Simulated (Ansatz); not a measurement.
Abridged output of a molecular run in Ansatz:

```
Functional definition: HF
  name "HF"
  cite "Fock, Z. Phys. 61, 126 (1930) doi:10.1007/BF01340294"
  parent pbe
  exchange = exact_x
  correlation = 0
915 factors; integrals over basis functions are off by at most 1.3e-3 eV
mean field evaluation 1: about -11040.1249 eV, gradient 2.7e1 eV
mean field evaluation 2: about -11040.1294 eV, gradient 2.7e1 eV
mean field evaluation 4: about -11042.4815 eV, gradient 3.0e0 eV
mean field evaluation 8: about -11042.5139 eV, gradient 8.2e-5 eV
mean field -11042.51389918 eV, -405.8049009102 hartree, gradient 2.9e-6 eV, S^2 0.000000; 0 other end points of the search recorded, 0 dependent functions left out
8 core orbitals not correlated: weight in the atoms' cores, before any rotation towards them, 1.000 or more for the frozen orbitals, at most 0.000 for the correlated occupied ones
reference -11042.51389918 eV, -405.8049009102 hartree; 11, 11 occupied and 71, 71 virtual orbitals, 915 factors
second order -13.54138355 eV of doubles, -0.00000000 eV of singles
cycle   1  -14.30914814 eV  change   -7.7e-1 eV  update   8.6e-2
cycle   2  -14.75626804 eV  change   -4.5e-1 eV  update   2.8e-2
cycle   3  -14.82301396 eV  change   -6.7e-2 eV  update   1.1e-2
cycle   4  -14.82319129 eV  change   -1.8e-4 eV  update   3.4e-3
cycle   5  -14.82373440 eV  change   -5.4e-4 eV  update   1.0e-3
cycle   6  -14.82362129 eV  change    1.1e-4 eV  update   3.1e-4
cycle   7  -14.82359602 eV  change    2.5e-5 eV  update   8.4e-5
cycle   8  -14.82360189 eV  change   -5.9e-6 eV  update   3.1e-5
cycle   9  -14.82359218 eV  change    9.7e-6 eV  update   9.2e-6
perturbative correction -0.53994763 eV, -0.0198427094 hartree
Total energy: -11057.87743900 eV, -406.3695005846 hartree
```

Its atoms:

Cartesian coordinates in Å:
```
C -0.930 -0.325 -0.555
C -0.927 -0.472 0.781
Si 0.784 0.230 0.865
C 0.393 0.273 -0.991
H -1.738 -0.586 -1.240
H -1.726 -0.872 1.392
H 1.888 -0.669 1.306
H 0.970 1.540 1.551
H 0.304 1.254 -1.465
H 0.982 -0.374 -1.645
```

Q: Which basis set was used?
A. def2-TZVPP
B. def2-SVP
C. def2-QZVPP
D. def2-TZVPPD

A: B. It gives 90 functions.

Q: Write the keys of the input that set method, charge and spin (a neutral closed shell needs none for the last two).

A: 
```yaml
correlation: {method: ccsd_t}
```
